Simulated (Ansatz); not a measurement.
Ligand exchange: BH(CH3)F + InH2I → BH(CH3)I + InH2F

Species: BH(CH3)F, singlet; InH2I `[InH2][I]`, singlet; BH(CH3)I, singlet; InH2F `[F][InH2]`, singlet. The partners trade F for I: B–F and In–I bonds give way to B–I and In–F.

Shapes, held fixed at every level: PBE0-D4/def2-TZVP. Programs: Ansatz 0.2.0. The zero-point and thermal change to 298 K, harmonic and unscaled (PBE0-D4/def2-TZVP), is -3.5 kJ/mol.

```tsv
level	kind	ΔH(298 K) (kJ/mol)	less CCSD(T)/def2-TZVPP	CPU time (sum over the molecules)
HF/def2-SVP	Hartree–Fock	+190.7	+41.6	–
PBE-D4/def2-TZVPP	GGA	+139.1	-10.0	13 s
PBE0-D4/def2-TZVPP	global hybrid	+151.7	+2.6	12 s
wB97M-V/def2-TZVPP	range-separated hybrid	+153.4	+4.3	39 s
wB97X-V/def2-TZVPP	range-separated hybrid	+149.2	+0.1	28 s
MP2/def2-SVP	perturbation theory	+168.0	+18.9	–
CCSD(T)/def2-TZVPP	coupled cluster or CI	+149.1	0.0	1.9 min
```

The highest level, CCSD(T)/def2-TZVPP, gives ΔH(298 K) = +149.1 kJ/mol; the levels span +139.1 to +190.7. The column of differences is taken from that level and isn't an error. No measured value is set beside it here. For atoms past krypton def2 sets carry core potentials with scalar relativity. Correlated rows may include outer-core shells of I, In, which these sets cover unevenly. Times are processor times on shared x86 and Arm servers, and rough.
